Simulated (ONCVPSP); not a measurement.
## What the settings do to the ONCV potential of Mo

Base potential:

Mo (Z = 42), optimised norm-conserving Vanderbilt (ONCV), made with ONCVPSP 4.0.1 (PBE, scalar-relativistic). Core [Ar] 3d10, reference 4s2 4p6 4d4 (charge +2). Waves: 4s: rc 1.85 bohr, ncon 4, nbas 8, qcut 7 1/bohr, 2 projectors, debl 2.4 Ha; 4p: rc 2.00 bohr, ncon 4, nbas 8, qcut 5.6 1/bohr, 1 projector; 4d: rc 1.75 bohr, ncon 4, nbas 8, qcut 6 1/bohr, 2 projectors, debl 2.7 Ha. Local part: polynomial inside 1.60 bohr (lpopt 1, dvloc0 4 Ha). Core correction: Teter function, fcfact 3.25, rcfact 1.55.

In the s channel the program set the typed energies aside and used -3.041, 0.050 Ha.

All-electron outer shells of the reference configuration (PBE, scalar-relativistic, ld1.x):

```
shell  level (eV)  outermost node (bohr)  outermost maximum (bohr)
   4s      -82.75                   0.51                      0.99
   4p      -56.75                   0.52                      1.06
   4d      -20.83                   0.53                      1.35
```

Cutoffs, loose and tight: the cutoffs (Ha) at which the residual kinetic energy of the hardest occupied pseudo-wave falls to 1 and 0.1 mHa per electron. They do not see the model core or the augmentation charge, which bear on the density cutoff. Test errors are all-electron minus pseudo excitation energies from the reference, over the configurations 4s2 4p6 4d5 5s1; 4s2 4p6 4d5; 4s2 4p6 4d3; 4s2 4p6 4d5.5 5s0.5. A dash means not determined; rows that change the core or the reference have their own tests.

| change | outcome | cutoff, loose | cutoff, tight | bound ghosts | GHOST(+) flags above zero | largest test error (meV) |
| --- | --- | --- | --- | --- | --- | --- |
| base | generated, projector energies reset by the program | 17 Ha | 48 Ha | none | none | +3.9 |
| s: rc 1.92 | generated, projector energies reset by the program | 17 Ha | 48 Ha | none | none | +4.0 |
| s: rc 2.14 | generated, projector energies reset by the program | 17 Ha | 48 Ha | none | none | +4.4 |
| s: rc 2.44 | generated, projector energies reset by the program | 17 Ha | 48 Ha | none | none | +8.5 |
| s: rc 2.58 | generated, projector energies reset by the program | 17 Ha | 48 Ha | none | none | +10 |

Task: What comes out with this change to the base: s: rc 1.54; local potential polynomial inside 1.54 bohr (lpopt 1, dvloc0 4 Ha)?

Result: outcome: generated, projector energies reset by the program; cutoff, loose: 20 Ha; cutoff, tight: 48 Ha; bound ghosts: none; GHOST(+) flags above zero: none; largest test error (meV): +4.2.

Task: What comes out with this change to the base: s: rc 1.26; local potential polynomial inside 1.26 bohr (lpopt 1, dvloc0 4 Ha)?

Result: outcome: generated, projector energies reset by the program; cutoff, loose: 25 Ha; cutoff, tight: 95 Ha; bound ghosts: none; GHOST(+) flags above zero: s; largest test error (meV): +4.8.

Reading the sweep of the s radius (base included, trends over the rows without a ghost): The loose cutoff falls from 25 Ha at 1.26 to 17 Ha at 2.58 bohr. A larger radius leaves more room for a smooth pseudo-wave, so fewer plane waves are needed; a smaller one forces it to follow the all-electron wave where it bends sharply. The median size of the test errors (rows with all tests solved) rises from 1.4 meV at 1.26 to 5.2 meV at 2.58 bohr, with one reversal. More of the atom is replaced by a form fitted at one configuration, so other configurations suffer as the radius grows.
